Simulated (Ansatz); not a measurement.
Basis-set series for CH3F3Zr, SMILES `[CH3][Zr]([F])([F])[F]`. The species carries charge 0 and has multiplicity 1. Zr: def2 effective core potential. The structure was optimised at the PBE0-D4/def2-TZVP level.

```json
{"functional": "PBE0-D4", "basis": "def2-SVP", "functions": "102", "energy (Eh)": "-386.14189", "HOMO (eV)": "-8.36", "LUMO (eV)": "-1.16"}
{"functional": "PBE0-D4", "basis": "def2-QZVPP", "functions": "399", "energy (Eh)": "-386.59072", "HOMO (eV)": "-8.37", "LUMO (eV)": "-1.18"}
{"functional": "ωB97M-V", "basis": "def2-SVP", "functions": "102", "energy (Eh)": "-386.29674", "HOMO (eV)": "-10.61", "LUMO (eV)": "0.66"}
{"functional": "ωB97M-V", "basis": "def2-QZVPP", "functions": "399", "energy (Eh)": "-386.75543", "HOMO (eV)": "-10.63", "LUMO (eV)": "0.35"}
```

(1) Give the rows for def2-TZVPP. (An estimate is asked.)

## Answers

(1) Computed: 
```
functional       basis  functions  energy (Eh)  HOMO (eV)  LUMO (eV)
   PBE0-D4  def2-TZVPP        222   -386.56874      -8.38      -1.20
   ωB97M-V  def2-TZVPP        222   -386.73474     -10.63       0.46
```

Positive LUMOs are unbound and depend on the basis.
